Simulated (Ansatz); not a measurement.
Consider the substitution at a C–In bond: `[CH3][InH][C]#N` + `N=O` → `CN=O` + `N#[C][InH2]`.

Program: Ansatz. Geometries: PBE0-D4/def2-TZVP. ΔE: electronic, gas phase. CBS: MP2 limit from def2 TZ/QZ plus the TZ coupled-cluster correction, frozen cores. This one scheme is used for every species. DFT in def2-TZVPP. HSE06 is defined as in plane-wave codes. def2 core potentials past Kr. For In outer-core shells are correlated without core-valence functions, which leaves a few kJ/mol of doubt a bond.

`[CH3][InH][C]#N`:

Cartesian coordinates in Å:
```
C -1.226 -0.076 -0.712
In 0.170 0.379 0.833
C 2.159 -0.300 0.386
N 3.219 -0.674 0.124
H -0.876 0.362 -1.648
H -2.221 0.301 -0.484
H -1.268 -1.158 -0.843
H 0.043 1.165 2.344
```

`N=O`:

Z-matrix (Å, degrees):
```
N
O 1 1.190
H 1 1.063 2 108.9
```

`CN=O`:

```xyz
6

C    -0.134    0.085    0.398
N     0.716    0.160   -0.797
O     0.347   -0.529   -1.698
H     0.512   -0.221    1.226
H    -0.467    1.104    0.613
H    -0.973   -0.599    0.258
```

`N#[C][InH2]`:

```xyz
5

N     1.334   -0.050   -2.097
C     0.715   -0.027   -1.123
In   -0.432    0.016    0.679
H     0.432    0.545    2.048
H    -2.050   -0.485    0.494
```

**Question.** Is it downhill or uphill in electronic energy at CCSD(T)/CBS, and by how much? (An estimate is asked.)

**Answer.** Computed: Uphill: ΔE = +4.4 kcal/mol.

**Question.** What do these levels give: r2SCAN-D4, CAM-B3LYP-D4, ωB97M-V, BLYP, r2SCANh, r2SCAN0, HSE06, LC-ωPBE, RPA@PBE/def2-TZVPP, CCSD(T)/def2-SVP, SCS-MP2/def2-TZVPP, MP2/CBS(def2)? (An estimate is asked.)

**Answer.** Computed: r2SCAN-D4 0.8, CAM-B3LYP-D4 0.7, ωB97M-V 2.3, BLYP 1.0, r2SCANh 0.9, r2SCAN0 1.1, HSE06 1.3, LC-ωPBE 1.5, RPA@PBE/def2-TZVPP 5.4, CCSD(T)/def2-SVP 1.5, SCS-MP2/def2-TZVPP 4.6, MP2/CBS(def2) 5.7 kcal/mol.

**Question.** What do rigid-rotor, harmonic-oscillator terms from PBE0-D4/def2-TZVP frequencies (298.15 K, 1 bar) make of the CCSD(T)/CBS value? (An estimate is asked.)

**Answer.** Computed: ΔZPE = -0.2 kcal/mol, ΔH = +3.5 kcal/mol, ΔS = -21 J/(mol·K), ΔG = +5.0 kcal/mol. Modes under 50 cm⁻¹ make the entropy rough.

Largest T1 diagnostic among the species: 0.015.

Leaving LDA and LC-ωPBE aside and taking each functional with its dispersion term where it has one, the values, not all of them listed here, spread over 3.5 kcal/mol, from B97M-V to PBE-QIDH. LDA lies −2.7 kcal/mol from PBE without D4. In def2-TZVPP, CCSD(T) changes the Hartree–Fock value by +4.1 kcal/mol (the triples alone add +0.1 kcal/mol) and MP2 by +5.4 kcal/mol.
